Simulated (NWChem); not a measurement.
System: PbHF, singlet; SMILES [F][PbH]

```xyz
3

Pb     0.0219     0.2002     0.0000
H     -1.8422     0.3464     0.0000
F      0.0053    -1.8621     0.0000
```
Atoms are numbered in this order, from 1.

Results from NWChem. Low-valent species are run as closed-shell singlets; no triplet was tried in these runs. Coordinates come from a PBE0/def2-SVP optimisation. No frequency run checked for a minimum. def2 effective core potentials on Pb; no spin-orbit coupling. Ions are spin-unrestricted doublets at the neutral geometry; other ion states weren't tried.

Question: What does the run give for PBE/def2-SVP? Quantities: vertical ionisation energy, ΔSCF (eV); −ε(HOMO) (eV).

Answer: 
```json
{
  "vertical ionisation energy, ΔSCF (eV)": "9.17",
  "−ε(HOMO) (eV)": "5.80"
}
```
